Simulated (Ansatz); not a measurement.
Reaction (redistribution): `O[SiH2][SiH](F)S` + `N[SiH]([SiH3])Cl` → `N[SiH](F)S` + `O[SiH2][SiH]([SiH3])Cl`

Gas-phase electronic energies from Ansatz, PBE0-D4/def2-TZVP geometries. CCSD(T)/CBS is the MP2 limit (def2-TZVPP, def2-QZVPP) plus CCSD(T) − MP2 in def2-TZVPP, frozen cores. DFT in def2-TZVPP. B3LYP here is the variant with VWN-RPA as its local correlation; programs differ in this. One conformer a species, not always the lowest.

```tsv
level	ΔE (kcal/mol)	difference from CCSD(T)/CBS
PBE-D4	-5.2	0.9
r2SCAN-D4	-6.0	0.1
PBE0-D4	-5.8	0.3
B3LYP-D4	-5.4	0.7
ωB97X-V	-5.7	0.4
ωB97M-V	-6.0	0.1
B2PLYP	-5.6	0.5
PBE	-5.0	1.1
r2SCAN	-6.0	0.1
PBE0	-5.7	0.4
B3LYP	-5.2	0.9
HF/def2-TZVPP	-6.0	0.1
MP2/def2-TZVPP	-6.2	-0.1
SCS-MP2/def2-TZVPP	-5.9	0.2
CCSD/def2-TZVPP	-6.2	-0.1
CCSD(T)/def2-TZVPP	-6.1	0.0
HF/def2-QZVPP	-6.0	0.1
MP2/def2-QZVPP	-6.2	-0.1
SCS-MP2/def2-QZVPP	-5.9	0.2
HF/CBS(def2)	-6.0	0.1
MP2/CBS(def2)	-6.2	-0.1
CCSD/CBS(def2)	-6.1	0.0
CCSD(T)/CBS	-6.1	0
```

Largest T1 diagnostic among the species: 0.012.
